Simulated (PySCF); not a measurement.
## LaSI, singlet: data card

Level of theory: PBE0/[La def2-TZVP with ECP46, S def2-TZVP, I def2-TZVP with ECP28], scalar-relativistic core potentials, density fitting, no spin–orbit coupling, PySCF.

The structure is a minimum.

Z-matrix (Å, degrees; charge 0 multiplicity 1):
```
La
S  1 2.4099
I  1 3.0053 2 112.78
```

* Point group: Cs
* Bond lengths: La–I 3.005 Å, La–S 2.410 Å
* Bond angles: I–La–S 112.8°
* Principal quadrupole moments (Buckingham, traceless) about the centre of mass: -32.24, 11.90, 20.34 D Å
* Entropy at 298.15 K and 1 bar: 335.1 J/(mol K)
* Enthalpy at 298.15 K above 0 K: 14.29 kJ/mol
* Lowest empty level: -2.51 eV
* Rotational symmetry number: 1
* Zero-point energy: 4.2 kJ/mol
* Rotational constants: 0.1585, 0.02124, 0.01873 cm⁻¹
* Principal polarisabilities: 69.9, 90.9, 152.9 bohr³
* Heat capacity Cp at 298.15 K: 55.0 J/(mol K)
* Highest occupied level: -6.31 eV
* Dipole moment: 8.28 D

Harmonic modes (masses in u: La 138.906, S 31.972, I 126.904):
| symmetry | ω (cm⁻¹) | IR (km/mol) | μ (u) | type |
| --- | --- | --- | --- | --- |
| a' | 65 | 6.3 | 43.08 | bend |
| a' | 174 | 36.8 | 126.60 | stretch |
| a' | 456 | 107 | 37.40 | stretch |

Charges (e):
| atom | Mulliken | Löwdin | polar tensor | Mayer order to La1 |
| --- | --- | --- | --- | --- |
| La1 | 0.98 | 0.25 | 1.60 | – |
| S2 | -0.50 | -0.14 | -0.93 | 2.26 |
| I3 | -0.48 | -0.11 | -0.67 | 0.91 |

Mulliken populations on La1 (electrons outside its core potential): s 2.16, p 6.11, d 1.67, f 0.08.

Outer orbital energies (eV). occupied: -18.08, -16.37, -7.84, -7.29, -7.27, -6.58, -6.57, -6.31; empty: -2.51, -1.97, -1.92, -1.16.

Formally La is in oxidation state +3, with 0 electrons left for the f, d and s shells; the Mulliken f population is 0.08.

Other isomers or separated fragments may lie lower.

The final relaxation and frequency run took of the order of 6 core-minutes on a shared host.
